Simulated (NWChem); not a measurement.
System: CH₃FO₃Si; SMILES O=CO[Si@@H](O)F

Input file for NWChem:

```
start job
memory heap 200 mb stack 900 mb global 1100 mb
geometry units angstroms noautoz
  O     -0.379707    -1.881006     0.848900
  C      0.635188    -1.697894     0.230437
  O      0.935937    -0.589350    -0.435961
  Si    -0.068664     0.788460    -0.489046
  O     -1.622456     0.358002    -0.271935
  F      0.478657     1.736795     0.692166
  H      1.444894    -2.450496     0.144607
  H      0.155679     1.453782    -1.776859
  H     -1.709543    -0.416552     0.308993
end
basis spherical
  O library 6-31g*
  C library 6-31g*
  Si library 6-31g*
  F library 6-31g*
  H library 6-31g*
end
dft
  xc xctpssh
  iterations 150
  mulliken
end
task dft energy
```

All runs use the structure optimised with PBE0/def2-SVP.

Problem. Predict the main results of this run. (TPSSh/6-31G* (spherical d).) Quantities: energy (Ha); highest occupied level (eV); orbital gap (eV); dipole (D).

Solution. 
```yaml
energy (Ha): -655.06
highest occupied level (eV): -7.86
orbital gap (eV): 6.87
dipole (D): 1.84
```
